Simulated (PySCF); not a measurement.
Field gradients at the hydrogen positions

C5H10FOP.
Numbering: `[CH3:1][O:2][CH2:3][CH2:4]/[P:5]=[C:6](\[CH3:7])[F:8]` (hydrogens: H9, H10, H11 on C1; H12, H13 on C3; H14, H15 on C4; H16, H17, H18 on C7)

Structure used (GFN2-xTB), in Å, numbered top down from 1:
```
atom  x, y, z in Å
C1     2.6283    0.5859    0.1976
O2     1.4831   -0.1374    0.5799
C3     0.8768   -0.8630   -0.4619
C4     0.1724    0.0480   -1.4723
P5    -0.5651    1.5155   -0.5720
C6    -1.9527    0.8504    0.0987
C7    -2.5823   -0.4981    0.0767
F8    -2.6906    1.7275    0.8343
H9     2.3808    1.4244   -0.4634
H10    3.3542   -0.0650   -0.3041
H11    3.0625    0.9755    1.1161
H12    0.1478   -1.5044    0.0387
H13    1.6169   -1.4999   -0.9708
H14   -0.5750   -0.5025   -2.0438
H15    0.8966    0.4534   -2.1829
H16   -3.6525   -0.3893   -0.1032
H17   -2.1514   -1.1326   -0.6910
H18   -2.4587   -0.9822    1.0472
```

Level: PBE0/pcSseg-1 (PySCF, non-relativistic); Q(2H) = 0.00286 b; rigid geometry, the same for H and D, with no vibrational averaging.

Task: Rank these positions by the coupling χzz of a deuteron there, largest first.
A. H13 (methylene hydrogen)
B. H10 (methyl hydrogen)
C. H14 (methylene hydrogen)
D. H18 (methyl hydrogen)

Result: C (210 kHz), D (206 kHz), B (196 kHz), A (190 kHz).

Task: Give the electric field gradient Vzz (the principal value of largest size), its asymmetry and the 2H coupling at each hydrogen.

Result: 
| atom | bonded to | bond length (Å) | Vzz (au) | η | χzz (kHz) |
| --- | --- | --- | --- | --- | --- |
| H9 | C1 | 1.096 | 0.2904 | 0.09 | 195 |
| H10 | C1 | 1.096 | 0.2914 | 0.08 | 196 |
| H11 | C1 | 1.088 | 0.3070 | 0.06 | 206 |
| H12 | C3 | 1.092 | 0.2965 | 0.04 | 199 |
| H13 | C3 | 1.101 | 0.2826 | 0.07 | 190 |
| H14 | C4 | 1.090 | 0.3132 | 0.02 | 210 |
| H15 | C4 | 1.093 | 0.3042 | 0.01 | 204 |
| H16 | C7 | 1.091 | 0.3067 | 0.03 | 206 |
| H17 | C7 | 1.085 | 0.3174 | 0.04 | 213 |
| H18 | C7 | 1.092 | 0.3061 | 0.02 | 206 |

Task: How does χzz go with the bond length over the 10 C–H bonds?

Result: A straight-line fit has a slope of -15.4 kHz for each 0.01 Å, with a correlation coefficient of -0.95, over lengths from 1.085 to 1.101 Å. The longer bonds have the smaller couplings here.

Task: Give the 2H NMR doublet splittings at H15 for a magnetic field along the z, y and x axes of the gradient: 3χ/2, 3χ(1 + η)/4, 3χ(1 − η)/4.

Result: With |χ| = 204.4 kHz and η = 0.011: 307, 155 and 152 kHz, to first order and without motion.

One conformer (not necessarily the lowest) at the GFN2-xTB geometry, without solvent, vibrations or thermal averaging. GFN2-xTB bond lengths can be off by several hundredths of an ångström, more for odd bonds, and the gradients follow them. With a basis this small, the couplings can be 20 % off.
